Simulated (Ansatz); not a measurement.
`COB(C)S` and `COB(C)O` differ in one atom or group.

Ansatz, PBE0-D4/def2-TZVP geometries, multiplicity 1. Each molecule was computed in one conformer, which needn't be the lowest.

```tsv
property	`COB(C)S`
size of the dipole moment (B3LYP/def2-TZVPP) / D	0.15
HOMO–LUMO gap (PBE/def2-TZVPP) / eV	5.80
HOMO energy (ωB97M-V/def2-TZVPP) / eV	-9.81
HOMO–LUMO gap (PBE0/def2-TZVPP) / eV	8.02
size of the dipole moment (ωB97M-V/def2-TZVPP) / D	0.15
LUMO energy (B3LYP/def2-TZVPP) / eV	0.21
```

(1) Give the same properties after the change, and the shifts. (Best estimate.)

Answers

(1) Computed: 
| property | `COB(C)O` | shift |
| --- | --- | --- |
| size of the dipole moment (B3LYP/def2-TZVPP) / D | 1.70 | 1.55 |
| HOMO–LUMO gap (PBE/def2-TZVPP) / eV | 6.98 | 1.18 |
| HOMO energy (ωB97M-V/def2-TZVPP) / eV | -10.86 | -1.05 |
| HOMO–LUMO gap (PBE0/def2-TZVPP) / eV | 9.34 | 1.32 |
| size of the dipole moment (ωB97M-V/def2-TZVPP) / D | 1.70 | 1.55 |
| LUMO energy (B3LYP/def2-TZVPP) / eV | 0.56 | 0.35 |

With PBE0 the HOMO falls by 0.84 eV and the LUMO rises by 0.48 eV, so the gap widens by about 1.32 eV. PBE moves the HOMO by -0.50 eV and ωB97M-V by -1.05 eV. Dipoles are sizes alone; their direction can turn.

B3LYP here is the variant with VWN-RPA as its local correlation; programs differ in this.
